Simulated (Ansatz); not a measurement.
C5H15NO4W (`C[N]=[W]([O]C)([O]C)([O]C)[O]C`), relaxed with RKS PBE-D4/def2-SVP in Ansatz 0.2.0 from a rough embedded geometry. The force threshold is 0.03 eV/Å; the program also tests the step.

Total charge 0; spin multiplicity 1. W takes the def2 core potential.

Start:

```xyz
26

C     1.851   -1.112   -1.726
N     2.083   -0.782   -0.356
W     0.160    0.319    0.230
O    -1.115   -1.389   -0.416
C    -2.400   -1.691    0.139
O    -0.908    1.980   -1.292
C    -2.094    1.439   -0.902
O     0.976   -1.067    1.761
C     0.102   -0.846    2.866
O     1.172    1.905   -0.816
C     2.474    2.128   -0.370
H     1.162   -2.023   -1.693
H     1.171   -0.314   -2.237
H     2.749   -1.326   -2.189
H    -2.274   -2.587    0.806
H    -3.207   -1.838   -0.578
H    -2.702   -0.816    0.798
H    -2.139    0.373   -1.274
H    -2.962    2.004   -1.267
H    -2.179    1.400    0.206
H     0.661   -1.031    3.728
H    -0.192    0.211    2.731
H    -0.776   -1.462    2.702
H     2.497    1.822    0.671
H     3.161    1.499   -1.014
H     2.729    3.205   -0.509
```

Problem. How much energy does the relaxation release, and in how many steps? (Best estimate.)

Solution. Ansatz gave: 1084.91 kJ/mol, in 27 steps, 1 of them rejected.

Problem. Which bonds change most? (Best estimate.)

Solution. Computed: W3–O6 from 2.493 to 1.907 Å; N2–W3 from 2.292 to 1.751 Å; W3–O4 from 2.227 to 1.956 Å; W3–O8 from 2.221 to 1.963 Å.

Problem. Give the relaxed structure. (An estimate is asked.)

Solution. Ansatz gave: 
```xyz
26

C     1.303   -1.458   -2.480
N     0.785   -0.741   -1.372
W     0.039    0.307   -0.184
O    -1.631   -0.568    0.337
C    -1.878   -1.882    0.762
O    -1.125    1.511   -1.095
C    -2.428    1.557   -1.599
O     0.779   -0.557    1.415
C     0.431   -0.188    2.726
O     1.232    1.768    0.208
C     2.561    1.868    0.641
H     0.670   -2.341   -2.717
H     1.348   -0.821   -3.393
H     2.333   -1.827   -2.274
H    -1.071   -2.253    1.435
H    -1.938   -2.580   -0.106
H    -2.846   -1.930    1.310
H    -2.435    1.357   -2.695
H    -2.874    2.561   -1.424
H    -3.056    0.788   -1.091
H     0.940   -0.857    3.454
H     0.732    0.863    2.955
H    -0.669   -0.265    2.900
H     2.806    1.050    1.360
H     3.267    1.792   -0.217
H     2.727    2.846    1.143
```
